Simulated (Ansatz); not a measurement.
Task: Name a neutral molecule of F, In, O and H with LUMO energy (ωB97M-V/def2-TZVPP) between -0.50 and -0.20 eV and size of the dipole moment (ωB97M-V/def2-TZVPP) between 2.00 and 2.30 D (Ansatz, PBE0-D4/def2-TZVP geometry).

Result: `[OH][In]([OH])[F]` (-0.40 eV, 2.05 D). Other molecules can fit too; these were computed, each in one conformer that needn't be the lowest.
